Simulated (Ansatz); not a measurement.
Consider the formal exchange of groups at the Si–C bond: `O[SiH2]CC[SiH3]` + `FCSS` → `FC([SiH3])SS` + `CC[SiH2]O`.

Gas-phase electronic energies from Ansatz, PBE0-D4/def2-TZVP geometries. CCSD(T)/CBS adds triple-zeta CCSD(T) − MP2 to the extrapolated MP2 energy (def2 sets, frozen cores). DFT in def2-TZVPP. Each species was taken in one conformer, which may not be the lowest.

```
             level  ΔE (kJ/mol)
         r2SCAN-D4          7.1
           ωB97X-V          8.7
CCSD(T)/def2-TZVPP          9.3
      HF/CBS(def2)         12.9
```

Task: What does CCSD(T)/CBS give? (Estimate.)

Result: The calculation gave: +7.6 kJ/mol. The listed levels differ from it by -0.5, 1.1, 1.7, 5.3 kJ/mol.

Largest T1 diagnostic among the species: 0.013.

In def2-TZVPP, CCSD(T) changes the Hartree–Fock value by −3.2 kJ/mol (the triples alone add −1.1 kJ/mol) and MP2 by −3.5 kJ/mol.
